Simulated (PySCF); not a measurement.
C4H11As, SMILES [AsH2]C(C)(C)C.

Coordinates come from a PBE-D3(BJ)/def2-SVP optimisation.

Method: PBE/def2-TZVP in PySCF.

Gas-phase values at a fixed geometry.

The total energy comes out as -2394.39992 hartree, the point group is Cs and the highest occupied level is -5.95 eV. The lowest empty level is -0.62 eV and the orbital gap is 5.33 eV. The dipole moment is 1.03 D. The quadrupole, principal values (traceless, Buckingham form, about the centre of nuclear charge) is -2.31, 0.87, 1.44 D·Å and the mean static polarisability is 85.2 bohr³ (12.62 Å³). The polarisability, principal values is 79.5, 80.0, 96.0 bohr³.
